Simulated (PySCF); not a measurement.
C₈H₆N₂S, SMILES c1ccc(-c2nccs2)nc1.

Geometry optimised at PBE0-D3(BJ)/def2-SVP. One conformer was computed; it need not be the lowest.

Two levels are set side by side: PBE/def2-SVP (PySCF) and r2SCAN/def2-SVP (PySCF). Same geometry, gas phase. Differences are taken from unrounded values.

```tsv
quantity	r2SCAN	PBE	PBE minus r2SCAN
orbital gap (eV)	3.56	3.23	-0.34
highest occupied level (eV)	-5.99	-5.66	0.32
lowest empty level (eV)	-2.42	-2.44	-0.01
dipole moment (D)	2.67	2.63	-0.04
mean polarisability (bohr³)	114.6	116.2	1.6
```

Rough cost on one machine, each run with all the roots and properties that it gave: r2SCAN against PBE about 3 times.
